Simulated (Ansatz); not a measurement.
Reactions of CH₉BSSi₂ (`BCS[SiH2][SiH3]`).

Calculated with Ansatz (gas phase, PBE0-D4/def2-TZVP geometries, no zero-point term in ΔE). CCSD(T)/CBS is the MP2 limit (def2-TZVPP, def2-QZVPP) plus CCSD(T) − MP2 in def2-TZVPP, frozen cores. This one scheme is used for every species. def2 core potentials past Kr. For Ge, In outer-core shells are correlated without core-valence functions, which leaves a few kJ/mol of doubt a bond. Scalar relativity is left out up to krypton. Each species was taken in one conformer, which may not be the lowest.

Task: Order these by ΔE at CCSD(T)/CBS, lowest first. (An estimate is asked.)
A. `BCS[SiH2][SiH3]` + `[SiH3]C[CH2][InH2]` → `[SiH3][SiH2][CH2][InH2]` + `BCSC[SiH3]`
B. `BCS[SiH2][SiH3]` + `[F][GeH2][CH2][SiH3]` → `[F][GeH2][SiH2][SiH3]` + `BCSC[SiH3]`
C. `BCS[SiH2][SiH3]` + `O[SiH2]F` → `F[SiH2]O[SiH2][SiH3]` + `BCS`
D. `BCS[SiH2][SiH3]` + H₂ → `CS[SiH2][SiH3]` + BH₃
E. `BCS[SiH2][SiH3]` + `N[SiH2]CO` → `BN[SiH2]CO` + `CS[SiH2][SiH3]`

Result: E (-131.9 kJ/mol), C (-35.4 kJ/mol), D (-10.9 kJ/mol), A (+33.9 kJ/mol), B (+88.4 kJ/mol).

Largest T1 diagnostic: 0.014, for `[SiH3][SiH2][CH2][InH2]`.
